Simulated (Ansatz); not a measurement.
The same path of H4Si + H5HfNO3 (15 atoms, charge 0, multiplicity 1) was run twice with different band settings. Lost on the way: Si11–H15. Made: Hf1–Si11, N2–H15.

All numbers below come from RHF/def2-SVP in Ansatz.

Relaxed end points:

```xyz
15
Properties=species:S:1:pos:R:3
Hf -0.449 -0.697 0.192
N -0.465 -0.690 2.257
H -0.915 -1.378 2.834
H -0.038 -0.010 2.862
O 1.385 -0.763 -0.458
H 2.278 -0.841 -0.731
O -1.280 0.927 -0.489
H -1.720 1.704 -0.772
O -1.450 -2.281 -0.314
H -1.911 -3.010 -0.684
Si 2.222 3.382 1.343
H 3.621 3.227 1.807
H 2.193 3.387 -0.138
H 1.675 4.663 1.850
H 1.405 2.260 1.862
```

```xyz
15
Properties=species:S:1:pos:R:3
Hf 0.197 0.188 0.099
N -0.668 0.582 2.377
H -1.608 0.219 2.409
H -0.132 0.090 3.074
O 0.999 -0.051 -1.648
H 1.447 -0.094 -2.471
O -1.564 0.963 -0.334
H -2.150 1.202 -1.030
O 0.331 -1.626 0.867
H 0.570 -2.513 0.665
Si 2.154 2.052 1.026
H 3.262 1.398 1.796
H 2.832 2.853 -0.038
H 1.596 3.067 1.984
H -0.712 1.552 2.646
```

Common settings: spring 5.0 eV/Å²; optimiser quadratic models (default); start path through a guess of the saddle point; force threshold 0.05 eV/Å; iteration limit 60; end points relaxed.

| run | movable images | climbing image |
| --- | --- | --- |
| 1 | 7 | yes |
| 2 | 2 | no |

Question: What does each run give, and how far can it be trusted?

Answer: Run 1: converged after 32 iterations, highest image 2.095 eV above the first end. A structure lower than the first end lies on the path between it and the top, so the climb from that side starts below the end, which may itself be a saddle point or a shallow side well. Neighbouring images differ by up to 2.0 eV, so the band resolves the path poorly. A vibrational analysis at the climbing image gives one clearly imaginary mode, 1490i cm⁻¹, and a faint second one (17i cm⁻¹) that may be numerical noise or a soft torsion: probably a first-order saddle point.
Run 2: converged after 20 iterations, highest image 0.543 eV above the first end. No image climbed, so the highest image needn't sit at the top of the path. A band with more images between the same ends climbed to 2.10 eV, so this one has probably stepped over the top. So few images can step over the top or miss a turn of the path.
The orbitals stay closed-shell, which can raise the energy where a bond breaks towards radicals; this wasn't checked here.
